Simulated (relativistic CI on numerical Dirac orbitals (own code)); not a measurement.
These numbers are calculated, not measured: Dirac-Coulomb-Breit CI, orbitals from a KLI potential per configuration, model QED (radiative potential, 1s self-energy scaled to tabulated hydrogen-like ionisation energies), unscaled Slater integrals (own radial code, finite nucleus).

The strongest absorption lines from the ground level of an ion, among the configurations computed and to levels below about 724 eV (vacuum wavelength in nm, gf): 3.3444 (0.19), 3.3829 (2.2), 3.3969 (3.3), 3.4111 (4), 4.1481 (0.58), 4.3623 (1), 5.2894 (2.3), 5.6202 (0.46).

(1) Which ion is it?
A. Pb48+
B. Pt44+
C. Th56+
D. Pb46+

Results:

(1) A. Pb48+ has 34 electrons and the ground level 4s2 4p4 3P_2; the strongest line goes to 4s2 4p3 4d 3D°_3. The pattern of lines fixes the number of electrons, and along that sequence the line energies rise steadily with the charge (about as its square where n changes within one kind of shell, about linearly where n is kept but much faster in heavy ions where fine structure, which grows about as Z⁴, sets the gap, and irregularly where shells cross), which fixes Z. Configurations outside the model, such as inner-shell arrays, can give stronger lines. At this charge energies of transitions that change n are usually good to better than 1 %, and those within a shell (Δn = 0) to a few per cent.

LS names give the leading component of a level, which can be under half, so a name can repeat, a term be missing and a line seem to break the LS rules.
